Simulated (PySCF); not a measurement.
Species: Si(OEt)2Me2, C₆H₁₆O₂Si.
Cartesian coordinates in Å at the PBE0-D3(BJ)/def2-SVP level; atoms count from 1:
```
atom  x, y, z in Å
Si1   -0.8695   -0.1614   -0.1036
O2    -0.5580   -0.2990    1.5194
C3     0.3361    0.5150    2.2385
C4     0.5581   -0.0721    3.6128
H5     1.2973    0.5957    1.6979
H6    -0.0697    1.5419    2.3293
H7     1.2465    0.5545    4.2002
H8    -0.3952   -0.1491    4.1569
H9     0.9870   -1.0820    3.5330
O10    0.6196   -0.2793   -0.8527
C11    0.8890   -0.0723   -2.2126
C12    2.3710   -0.2299   -2.4642
H13    0.3258   -0.7952   -2.8360
H14    0.5605    0.9380   -2.5283
H15    2.6101   -0.0709   -3.5266
H16    2.9395    0.4969   -1.8646
H17    2.7020   -1.2388   -2.1766
C18   -1.6406    1.4944   -0.5091
H19   -1.8894    1.5770   -1.5791
H20   -0.9586    2.3224   -0.2593
H21   -2.5716    1.6365    0.0618
C22   -1.9760   -1.5883   -0.5492
H23   -1.4801   -2.5420   -0.3136
H24   -2.2253   -1.5847   -1.6219
H25   -2.9184   -1.5435    0.0181
```

Computed, not measured: PySCF, TDDFT PBE0/def2-SVPD, vertical, gas phase, core orbitals frozen in the response.

Transition dipole moments from the ground state, in atomic units and in the frame of the coordinates above (overall signs are arbitrary), for the states with f of 0.002 or more among the lowest 7:

```csv
state,E (eV),μx,μy,μz
S1,7.027,0.027,-0.239,0.051
S2,7.327,-0.081,0.055,-0.073
S3,7.776,-0.055,-0.264,0.022
S4,7.823,-0.130,0.115,0.033
S5,7.875,-0.198,-0.048,0.181
S6,7.955,-0.005,-0.340,-0.045
S7,8.018,-0.145,-0.075,0.008
```

Question: What oscillator strength does each state have?

Answer: f = (2/3) ΔE |μ|² with ΔE in hartree (27.2114 eV).

| state | \|μ\|² (au) | \|μ\| (D) | f |
| --- | --- | --- | --- |
| S1 | 0.060 | 0.62 | 0.010 |
| S2 | 0.015 | 0.31 | 0.003 |
| S3 | 0.073 | 0.69 | 0.014 |
| S4 | 0.031 | 0.45 | 0.006 |
| S5 | 0.074 | 0.69 | 0.014 |
| S6 | 0.118 | 0.87 | 0.023 |
| S7 | 0.027 | 0.42 | 0.005 |

Question: What angle do the transition dipoles of S5 and S6 make?

Answer: |cos θ| = |μa·μb| / (|μa| |μb|) = 0.10, so θ ≈ 84° (taken between 0 and 90°, since the signs are arbitrary).

Question: What peak molar absorption coefficient would the strongest computed level give as a lone Gaussian band 0.5 eV wide at half height?

Answer: ε(max) = 2.175×10⁸ f / FWHM, with the width in cm⁻¹. S6: 2.175×10⁸ × 0.0229 / 4033 ≈ 1200 L mol⁻¹ cm⁻¹.

The run took 77 s wall, 2.9 min CPU (with the writing of density and orbital grids) on 2 threads of an Intel Xeon 6975P-C, shared host with 192 logical CPUs at a one-minute load of 125, and the process peaked at 1.9 GiB of memory.

One conformer stands for the species.

Without π bonds the low states may be Rydberg-like; a valence basis with one diffuse set may place them up to an eV too high.
